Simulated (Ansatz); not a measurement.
Ansatz (a program for electronic structure) input (RI-MP2/def2-QZVPPD):
A basis named .json is the Basis Set Exchange file of that set.

Ansatz 0.2 input:
```yaml
crystal:
  periodic: [false, false, false]
  atoms:
    - {symbol: F, position_ang: [0.02353547, -0.07973532, 1.90817622]}
    - {symbol: Ge, position_ang: [0.00231088, -0.00782896, 0.18735792]}
    - {symbol: Cl, position_ang: [-1.66397703, -1.14159691, -0.48233665]}
    - {symbol: Cl, position_ang: [1.82873671, -0.83526009, -0.51261520]}
    - {symbol: Cl, position_ang: [-0.18156951, 2.03380669, -0.36793282]}
basis:
  gaussian:
    orbitals: def2-QZVPPD.json
    fitting: {mean_field: def2-universal-jkfit, correlation: def2-QZVPPD-RIFIT.json}
magnetization: {spin_polarized: true, initial_magnetization: 2}
correlation: {method: mp2, electrons: outside_noble_gas}
```

Output:

```
Functional definition: HF
integrals: 1.06 GiB planned
727 factors; integrals over basis functions are off by at most 1.5e0 eV
1.22 GiB of device memory are held for the factors and their scratch space
mean field: 2.37 GiB planned
mean field evaluation 1: about -96689.9814 eV, gradient 2.3e1 eV
mean field evaluation 2: about -96691.2464 eV, gradient 1.9e1 eV
mean field evaluation 4: about -96692.2319 eV, gradient 1.3e0 eV
mean field evaluation 8: about -96692.3043 eV, gradient 1.6e-1 eV
mean field evaluation 16: about -96692.7600 eV, gradient 1.5e0 eV
mean field evaluation 32: about -96692.7931 eV, gradient 2.3e-1 eV
mean field evaluation 64: about -96688.9126 eV, gradient 2.0e1 eV
mean field evaluation 96: about -96691.9429 eV, gradient 9.9e-1 eV
mean field evaluation 128: about -96693.3756 eV, gradient 1.6e-2 eV
mean field evaluation 160: about -96692.3010 eV, gradient 1.2e0 eV
mean field evaluation 192: about -96693.2454 eV, gradient 2.6e0 eV
mean field -96693.37581530 eV, -3553.4160200880 hartree, gradient 1.7e-6 eV, S^2 2.022235; 17 other end points of the search recorded, 0 dependent functions left out
30 core orbitals not correlated
1020 factors; their error is unknown
reference -96693.37581530 eV, -3553.4160200880 hartree; 17, 15 occupied and 351, 353 virtual orbitals, 1020 factors
second order -27.08473531 eV of doubles, -0.00000000 eV of singles
Total energy: -96720.46055061 eV, -3554.4113657521 hartree
```

This state (charge 0, triplet) is run at the relaxed geometry of the species with charge 0 and multiplicity 1, and is a spin state other than that species' own.
